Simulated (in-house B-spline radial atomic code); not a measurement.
The numbers below are computed, except where a source is named.
# Ge ion on As atom: potential, deflection and energy transfer

The pair potential comes from two frozen, spherical free-atom densities (PBE, B-spline radial code, scalar-relativistic past argon): electrostatics plus the change in Thomas-Fermi kinetic and Dirac exchange energy where they overlap, the recipe behind the universal ZBL potential, which averages such potentials (from solid-state densities) over many pairs. It is written V = (Z1 Z2 e²/r) φ(r/a), with e² = 14.3996 eV·Å and a = 0.46850 Å/(Z1^0.23 + Z2^0.23); ZBL's fit is φ = 0.18175 e^(−3.1998x) + 0.50986 e^(−0.94229x) + 0.28022 e^(−0.4029x) + 0.02817 e^(−0.20162x). Where φ falls below 4e-4 it is continued as an exponential.

Masses 72.63 and 74.92 u.

| x = r/a | φ, this pair | φ, ZBL |
| --- | --- | --- |
| 0.1 | 0.8926 | 0.8928 |
| 0.25 | 0.7708 | 0.7647 |
| 0.5 | 0.6222 | 0.6096 |
| 1 | 0.4296 | 0.4164 |
| 1.5 | 0.3106 | 0.2995 |
| 2 | 0.2307 | 0.2218 |
| 3 | 0.1342 | 0.1292 |
| 4 | 0.08197 | 0.08026 |
| 5 | 0.05273 | 0.05224 |
| 6.5 | 0.02836 | 0.02914 |
| 8 | 0.01586 | 0.01705 |
| 10 | 0.008179 | 0.008778 |
| 12 | 0.004641 | 0.00474 |
| 14.5 | 0.002373 | 0.002328 |
| 17 | 0.001214 | 0.001212 |
| 20 | 0.0005417 | 0.0005882 |

Task: At x = 3 the electrostatic, kinetic and exchange parts are 1101.16, 5658.69 and -291.41 eV. Find r, V and φ.

Result: a = 0.46850/(2.2191 + 2.2349) = 0.10519 Å, so r = 0.31556 Å. V = 1101.16 + 5658.69 + (-291.41) = 6468.44 eV. The bare repulsion is 32 × 33 × 14.3996/0.31556 = 48188 eV, so φ = 0.1342, +3.9 % against ZBL's 0.1292. The kinetic (Pauli) term is 87 % of V here.

Task: The ion comes in at 284.7 keV with impact parameter 0.2104 Å. The scattering integral gives a centre-of-mass angle of 10.25° and a closest approach of 2.111 a. What are the reduced energy, the energy passed on and the laboratory angles?

Result: ε = E a M2/(Z1 Z2 e² (M1 + M2)) = 284700 × 3.5124e-06 = 1. The most that one collision can pass on is γE with γ = 4 M1 M2/(M1 + M2)² = 0.9998. Here T = γE sin²(θ/2) = 0.9998 × 284700 × 0.007978 = 2271 eV. The ion turns by arctan(sin θ/(cos θ + M1/M2)) = 5.2°, and the struck atom leaves at (180° − θ)/2 = 84.9°. The closest approach is 0.222 Å. With ZBL the angle would be 9.88° and T = 2110 eV.
